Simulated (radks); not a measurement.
Task: These are the eigenvalues of the occupied orbitals of an atom or ion with whole-number occupations (eV). Method: Dirac Kohn-Sham, PBE, spin-unpolarised, spherical densities, finite nucleus; Fermi nuclear charge, rms radius of each element as measured or else 0.836 A^(1/3) + 0.57 fm; computed with a radial shooting solver on a logarithmic mesh with Libxc functionals.

orbital  eigenvalue
1s1/2     -40229.69
2s1/2     -6437.388
2p1/2     -6077.954
2p3/2     -5631.364
3s1/2     -1384.940
3p1/2     -1232.682
3p3/2     -1144.920
3d3/2     -878.6541
3d5/2     -859.8093
4s1/2     -278.9562
4p1/2     -222.3956
4p3/2     -203.5467
4d3/2     -110.6765
4d5/2     -107.3734
5s1/2      -38.9429
5p1/2      -23.6283
5p3/2      -20.9260
4f5/2       -3.9742
4f7/2       -3.6453
6s1/2       -3.1959
5d3/2       -2.2187
5d5/2       -2.0425

Which element is it, and in what charge state? The configuration may be excited. Open shells, if any, are shared by 2j + 1.

Result: Z = 58, cerium, charge 0: Ce in [Xe] 4f1 5d2 6s1. The list shows which subshells hold electrons but not how many an open one holds; the 1s level, -1478.4 hartree, gives Z - s = 54.4 by -(Z - s)^2/2, which with screening and relativity narrows Z to a few neighbours, and the depths of the outer levels then fix element, charge and occupations together.
